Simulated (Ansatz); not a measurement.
NbO₄²⁻, that is [NbO4]3- with one electron fewer. Total charge -2; doublet. Geometry PBE-D4/def2-SVPD.

Cartesian coordinates in Å:
```
Nb 0.0000 0.0000 0.0000
O -1.6351 0.8828 0.2776
O 0.4528 -0.9002 1.5858
O 1.3932 1.1915 -0.4118
O -0.2108 -1.1741 -1.4516
```

In the def2 sets Nb takes a core potential; there is no spin–orbit coupling. A multiply charged anion in the gas phase is held together partly by the finite basis. Removing one electron lowers the energy by 5.93 eV at PBE0-D4/def2-TZVPD, so it isn't bound. At PBE-D4/def2-TZVPD, PBE0-D4/def2-TZVPD the highest occupied level of the relaxed charge -2 doublet lies above zero (up to 3.67 eV). The electron is either unbound and held by the finite basis, or the level is raised by self-interaction error.

(1) Estimate the α-spin orbital energies around the gap (eV) in Ansatz with PBE-D4/def2-TZVPD, PBE0-D4/def2-TZVPD.

Results:

(1) 
| orbital | PBE-D4/def2-TZVPD | PBE0-D4/def2-TZVPD |
| --- | --- | --- |
| HOMO−5 | 2.79 | 0.66 |
| HOMO−4 | 2.79 | 0.94 |
| HOMO−3 | 2.98 | 1.28 |
| HOMO−2 | 3.04 | 1.72 |
| HOMO−1 | 3.36 | 2.34 |
| HOMO | 3.37 | 2.43 |
| LUMO | 6.58 | 7.00 |
| LUMO+1 | 6.86 | 7.22 |
| LUMO+2 | 6.86 | 7.24 |
| LUMO+3 | 6.87 | 7.32 |
| LUMO+4 | 8.73 | 9.18 |
| LUMO+5 | 8.75 | 9.22 |
| β HOMO | 3.67 | 2.57 |
| β LUMO | 3.80 | 4.46 |
